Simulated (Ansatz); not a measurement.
```yaml
crystal:
  periodic: [false, false, false]
  atoms:
    - {symbol: Si, position_ang: [-0.018797, -0.836139, 1.403807]}
    - {symbol: Si, position_ang: [1.207427, 0.198285, -0.589375]}
    - {symbol: Si, position_ang: [-1.125418, -0.818849, -0.857024]}
    - {symbol: Si, position_ang: [-0.852209, 1.328304, 0.425046]}
    - {symbol: Ge, position_ang: [1.060676, 1.279905, 1.930418]}
    - {symbol: Ge, position_ang: [0.585701, -2.460392, -0.303901]}
    - {symbol: Ge, position_ang: [-0.857380, 1.308895, -2.008981]}
basis:
  gaussian: {orbitals: def2-TZVPP}
hamiltonian: {xc: {name: HF}}
correlation: {method: rpa}
scf: {omitted_lower_state_checks: [starts]}
```

```sh
$ ansatz run in.yaml --threads 4 --pin off --events-out ev --progress --plain --max-ram 4787MiB
```

Output, abridged:

```
Functional definition: HF
1990 factors; integrals over basis functions are off by at most 9.8e-4 eV
mean field evaluation 1: about -200866.5821 eV, gradient 1.9e1 eV
mean field evaluation 2: about -200867.5170 eV, gradient 1.8e1 eV
mean field evaluation 4: about -200869.1031 eV, gradient 3.8e0 eV
mean field evaluation 8: about -200869.2227 eV, gradient 7.1e-1 eV
mean field evaluation 16: about -200869.2279 eV, gradient 3.6e-6 eV
mean field -200869.22793643 eV, -7381.8079726111 hartree, gradient 3.6e-6 eV, S^2 0.000000; 0 other end points of the search recorded, 0 dependent functions left out
47 core orbitals not correlated: weight in the atoms' cores, before any rotation towards them, 1.000 or more for the frozen orbitals, at most 0.000 for the correlated occupied ones
reference -200869.22793643 eV, -7381.8079726111 hartree; 29, 29 occupied and 236, 236 virtual orbitals, 1990 factors
Total energy: -200903.03471177 eV, -7383.0503486896 hartree
Checks for a lower state left out: starts
```

It took 21 s on 4 threads of Arm Neoverse V2 on a shared host, peak host memory 1.4 GiB.

Correlated methods freeze 47 core orbitals; core or outer-core shells of Ge are correlated, in sets that lack core-valence functions.
